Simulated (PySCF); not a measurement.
## Electron correlation in Zr⁺ (zirconium, charge +1)

[Kr] 4d2 5s1, high-spin 4F determinant. Calculation: PySCF 2.14, in x2c-TZVPPall with one added diffuse shell each of s, p, d, f type (9s7p7d3f1g, 95 functions); the spin-free X2C one-electron Hamiltonian (Gaussian nucleus). Frozen: [Kr]; 3 electrons correlated.

| level | correlation energy (mhartree) |
| --- | --- |
| CCSD | -15.31 |
| (T) | -0.13 |
| CCSD(T) | -15.44 |

Diagnostics: T1 = 0.0040, D1 = 0.0080, largest double amplitude 0.028.

**Question.** Is a single reference adequate?

**Answer.** Yes, within this model without spin-orbit coupling: T1 lies below 0.03 and no double amplitude reaches 0.07.
